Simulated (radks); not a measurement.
Spin polarisation of the 5d4 shell in neutral tungsten. Start: [Xe] 4f14 5d(up 2, down 2) 6s2; electrons of 5d are moved from spin down to spin up, other shells keep equal spins. Method: non-relativistic Kohn-Sham, LDA (Slater exchange, Perdew-Wang correlation), spin-polarised, spherical densities, point nucleus; computed with a radial shooting solver on a logarithmic mesh with Libxc functionals.

moment (Bohr magnetons)  E - E(0) (eV)  e(5d up) (eV)  e(5d down) (eV)  6s down minus up (eV)  5p down minus up (eV)
0                                0.000         -6.001           -6.001                  0.000                  0.000
1                               -0.131         -6.247           -5.724                  0.244                  0.497
2                               -0.524         -6.464           -5.414                  0.492                  0.996
3                               -1.181         -6.651           -5.068                  0.746                  1.496
4                               -2.108         -6.806           -4.682                  1.008                  1.998

At moment 4 the spin-polarisation energy is -2.108 eV and the 5d exchange splitting 2.124 eV, that is 0.531 eV per Bohr magneton; E = -I m^2/4 would give I = 0.527 eV.
